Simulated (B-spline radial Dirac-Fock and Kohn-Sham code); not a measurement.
## Ti²⁺ 3d3/2: cross section and angular parameters

System: Ti²⁺, 1s2 2s2 2p6 3s2 3p6 3d2; threshold 24.89 eV (orbital energy of the model). The computed values come from a radial finite-basis atomic code: Dirac-Hartree-Slater photoionisation with a Latter tail; cross sections with all multipoles, angular parameters from the dipole term and its interference with E2.

For linearly polarised light dσ/dΩ = σ/(4π) [1 + β P₂(cos θ) + (δ + γ cos²θ) sin θ cos φ], with θ from the polarisation vector and φ the angle between the beam and the projection of the electron momentum on the plane normal to the polarisation.

```
hν (eV)    σ (kb)      β      γ      δ
     60       975  0.757  0.012  0.013
   61.5       940  0.773  0.014  0.013
   87.8       485  0.986  0.028  0.016
   90.4       456  1.002  0.029  0.016
    193      68.1  1.260  0.115  0.027
    200      61.7  1.264  0.121  0.027
    308      17.2  1.255  0.200  0.035
    400      7.59  1.208  0.256  0.042
    443      5.48  1.181  0.279  0.045
    658      1.46  1.051  0.373  0.062
    749     0.930  1.001  0.402  0.069
    800         ?      ?      ?      ?
    830     0.648  0.960  0.425  0.076
    836     0.632  0.958  0.426  0.076
    856     0.581  0.948  0.432  0.078
    999     0.334  0.887  0.467  0.089
   1750    0.0403  0.675  0.600  0.148
   2360    0.0123  0.572  0.669  0.193
   2550   0.00893  0.546  0.685  0.206
 2984.4   0.00467  0.496  0.712  0.234
   4000   0.00136  0.410  0.750  0.296
   4530  0.000800  0.379  0.761  0.326
   5250  0.000424  0.347  0.772  0.365
   6000  0.000237  0.322  0.779  0.402
   7170  0.000109  0.295  0.792  0.457
   7650  8.18e-05  0.286  0.798  0.478
   8490  5.16e-05  0.274  0.808  0.513
 9251.7  3.52e-05  0.263  0.819  0.543
   9300  3.44e-05  0.262  0.820  0.545
  10200  2.28e-05  0.250  0.831  0.580
```

Q: Give the values at 800 eV.

A: σ = 0.738 kb, β = 0.975, γ = 0.416, δ = 0.073.
